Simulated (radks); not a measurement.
Valence configurations of Zr (all share [Kr]). Method: Dirac Kohn-Sham, PBE, spin-unpolarised, spherical densities, point nucleus; open shells fill j = l - 1/2 first; computed with a radial shooting solver on a logarithmic mesh with Libxc functionals. Energies are relative to 4d2 5s2; eigenvalues in eV.

valence          E (eV)  e(4d3/2)  e(5p1/2)  e(5p3/2)  e(5s1/2)
4d2 5s2           0.000    -3.641         -         -    -4.426
4d2.5 5s1.5       0.489    -2.938         -         -    -4.100
4d3 5s1           1.150    -2.349         -         -    -3.820
4d1.5 5s2 5p0.5   1.263    -4.965    -2.006         -    -5.134
4d2.5 5s1 5p0.5   1.876    -3.444    -1.652         -    -4.458
4d2 5s1 5p1       2.961    -4.645    -2.082         -    -5.106
4d1 5s2 5p1       2.972    -6.348    -2.459         -    -5.825
4d3 5p1           3.813    -3.297    -1.778         -         -
5s2 5p2           7.858         -    -3.319         -    -7.153
5p4              16.099         -    -4.158    -3.966         -

NIST lists [Kr] 4d2 5s2 as the ground configuration; this level of theory agrees among the configurations tried. The energies are those of spherical spin-averaged densities, not of single terms.
